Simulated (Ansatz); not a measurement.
HO (SMILES [OH-]), charge -1, singlet, geometry from GFN2-xTB (a gas-phase anion, which may not be bound at this level); B3LYP/def2-SVP (Ansatz, an electronic-structure program).

Ansatz was given this input:
Ansatz 0.2 input:
```yaml
crystal:
  periodic: [false, false, false]
  atoms:
    - {symbol: O, position_ang: [-0.00000000, -0.00000000, -0.10875384]}
    - {symbol: H, position_ang: [0.00000000, 0.00000000, 0.87003075]}
basis:
  gaussian:
    orbitals: def2-SVP
    final_grid: {core_spheres: 6, valence_spheres: 12, degree: 29}
hamiltonian:
  xc: b3lyp
total_charge: -1
```

What the program printed (banner, timings and long lists left out):

```
Functional definition: B3LYP
183 factors; integrals over basis functions are off by at most 1.2e-3 eV
mean field evaluation 1: about -2058.3453 eV, gradient 1.8e1 eV
mean field evaluation 2: about -2057.9325 eV, gradient 2.4e1 eV
mean field evaluation 4: about -2058.8673 eV, gradient 1.1e-1 eV
mean field evaluation 8: about -2058.8652 eV, gradient 3.7e-4 eV
mean field -2058.86523077 eV, -75.6619016818 hartree, gradient 3.3e-5 eV, S^2 0.000000; 0 other end points of the search recorded, 0 dependent functions left out
reference -2058.86533806 eV, -75.6619056247 hartree; 5, 5 occupied and 14, 14 virtual orbitals, 183 factors
Total energy: -2058.86533806 eV, -75.6619056247 hartree
```
